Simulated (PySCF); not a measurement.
## Working out the ionisation energy of Si⁺

Si⁺ [Ne] 3s2 3p1 (2P) → Si²⁺ [Ne] 3s2 (1S). Computed with PySCF 2.14 in dyall-acv3z (19s12p6d4f, 113 functions), with the spin-free X2C one-electron Hamiltonian (Gaussian nucleus). Frozen: 1s2; the 18 highest virtual orbitals dropped. Energies in hartree (1 hartree = 27.21139 eV):

```csv
part,Si⁺ (lower),Si²⁺ (upper)
UHF,-289.183049,-288.601135
MP2 opposite-spin,-0.255105,-0.247522
MP2 same-spin,-0.083643,-0.080616
```

**Question.** What does Hartree-Fock give?

**Answer.** (-288.601135) − (-289.183049) = 0.581914 hartree = 15.835 eV.

**Question.** What do MP2 and SCS-MP2 (6/5 opposite-spin, 1/3 same-spin) give?

**Answer.** The opposite-spin parts differ by 0.206 eV and the same-spin parts by 0.082 eV. MP2: 15.835 + (0.206) + (0.082) = 16.123 eV. SCS-MP2: 15.835 + 1.2 × (0.206) + (0.082)/3 = 16.110 eV.

Measured between the centres of the two terms (NIST): 16.322 eV, so MP2 (valence and next inner shell) is off by -0.199 eV.

What remains against the reference includes basis incompleteness, the frozen core and correlation beyond second order.
